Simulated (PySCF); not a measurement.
## B (boron, neutral) across methods

[He] 2s1 2p1 3s1, high-spin 4P determinant (an excited configuration). Computed with PySCF 2.14 in aug-cc-pwCVQZ (9s8p6d4f2g, 109 functions), with the non-relativistic Hamiltonian (point nucleus).

```
method  E (hartree)  mean ε 2s α (eV)  mean ε 2p α (eV)  mean ε 3s α (eV)  Σ⟨r²⟩ (bohr²)   ⟨S²⟩
r2SCAN     -24.3053           -15.948           -10.157            -1.938          47.07  3.750
   UHF    -24.23777           -21.821           -15.525            -3.146          47.44  3.750
  PBE0     -24.2836           -17.168           -11.248            -2.339          47.10  3.750
   LDA     -24.0159           -15.376            -9.555            -1.961          46.23  3.750
   PBE     -24.2753           -15.491            -9.733            -1.976          46.88  3.750
 M06-L     -24.3076           -15.960           -10.260            -1.981          49.75  3.750
 TPSSh     -24.3207           -16.336           -10.503            -2.079          47.49  3.750
```

**Question.** Estimate the same row for M06.

**Answer.** E (hartree) = -24.3029; mean ε 2s α (eV) = -16.843; mean ε 2p α (eV) = -10.980; mean ε 3s α (eV) = -2.186; Σ⟨r²⟩ (bohr²) = 47.19; ⟨S²⟩ = 3.750.

The outer electron is Rydberg-like, and this basis confines it to a smaller radius and binds it less than a complete one would.
